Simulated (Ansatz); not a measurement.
Compare A (`N[Si]1(F)CO1`) with its isomer B (`N=C(F)O[SiH3]`).

Gas-phase electronic energies from Ansatz, PBE0-D4/def2-TZVP geometries. CBS: MP2 limit from def2 TZ/QZ plus the TZ coupled-cluster correction, frozen cores. DFT in def2-TZVPP. B3LYP here is the variant with VWN-RPA as its local correlation; programs differ in this. Each species was taken in one conformer, which may not be the lowest.

A:

Z-matrix (Å, degrees):
```
Si
F 1 1.585
C 1 1.788 2 119.8
N 1 1.676 2 105.9 3 159.7
O 1 1.625 2 119.7 3 -61.7
H 3 1.088 1 122.7 2 -9.9
H 3 1.088 1 123.7 2 157.8
H 4 1.004 1 123.0 2 170.0
H 4 1.004 1 122.8 2 -14.7
```

B:

```xyz
9

N    -0.382   -0.251    1.843
C     0.608    0.212    1.235
F     1.644    0.645    1.926
O     0.865    0.378   -0.057
Si   -0.194   -0.027   -1.289
H    -1.125   -0.556    1.224
H    -1.452    0.740   -1.125
H     0.518    0.340   -2.528
H    -0.481   -1.481   -1.229
```

Q: Which isomer does CCSD(T)/CBS put lower? Give the gap. (Best estimate.)

A: Ansatz gave: A, by 52.3 kcal/mol.

Q: Give E(B) − E(A) in kcal/mol with HF/def2-TZVPP, LDA (SPW92), B2PLYP, r2SCAN-D4, CCSD/def2-TZVPP, BLYP-D4, B3LYP-D4. (An estimate is asked.)

A: Ansatz gave: HF/def2-TZVPP 42.2, LDA (SPW92) 46.4, B2PLYP 48.8, r2SCAN-D4 48.9, CCSD/def2-TZVPP 49.4, BLYP-D4 44.8, B3LYP-D4 46.6. None reverses the order clearly.

Q: Does the order hold for the free energy at 298.15 K (harmonic terms from PBE0-D4)? (An estimate is asked.)

A: The calculation gave: Yes: G(B) − G(A) = +47.5 kcal/mol, for one conformer each. Modes under 60 cm⁻¹, often nearly free rotors, make the harmonic entropy too high.

Largest T1 diagnostic: 0.013.

From r2SCAN to r2SCAN0 (25 % exact exchange), in def2-TZVPP and without D4, E(B) − E(A) moves by +1.1 kcal/mol. Leaving LDA and LC-ωPBE aside and taking each functional with its dispersion term where it has one, the values, not all of them listed here, spread over 5.9 kcal/mol, from BLYP-D4 to PBE-QIDH.
